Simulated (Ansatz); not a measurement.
Ansatz (an electronic-structure program) input (wB97M-V/def2-TZVPD):

Ansatz 0.2 input:
```yaml
crystal:
  periodic: [false, false, false]
  atoms:
    - {symbol: Be, position_ang: [-0.00000000, -0.00000000, -1.39842396]}
    - {symbol: Cl, position_ang: [0.00000000, 0.00000000, 0.32904093]}
basis:
  gaussian:
    orbitals: def2-TZVPD
hamiltonian:
  xc: {name: wB97M-V}
magnetization: {spin_polarized: true, initial_magnetization: 1}
```

Output:

```
Functional definition: wB97M-V
integrals: 0.02 GiB planned
437 factors; their error is unknown
integrals: 0.05 GiB planned
131 factors; integrals over basis functions are off by at most 5.0e-5 eV
mean field: 0.28 GiB planned
mean field evaluation 1: about -12922.5892 eV, gradient 9.5e0 eV
mean field evaluation 2: about -12923.2149 eV, gradient 7.2e0 eV
mean field evaluation 4: about -12923.4733 eV, gradient 4.2e-1 eV
mean field evaluation 8: about -12923.4934 eV, gradient 1.0e-2 eV
mean field evaluation 16: about -12923.4934 eV, gradient 1.7e-5 eV
mean field -12923.49340385 eV, -474.9296227329 hartree, gradient 1.7e-5 eV, S^2 0.750915; 0 other end points of the search recorded, 0 dependent functions left out
reference -12923.49345863 eV, -474.9296247462 hartree; 11, 10 occupied and 57, 58 virtual orbitals, 437 factors
Total energy: -12923.49345863 eV, -474.9296247462 hartree
```

This state (charge 0, doublet) is run at the relaxed geometry of the species with charge 1 and multiplicity 1.
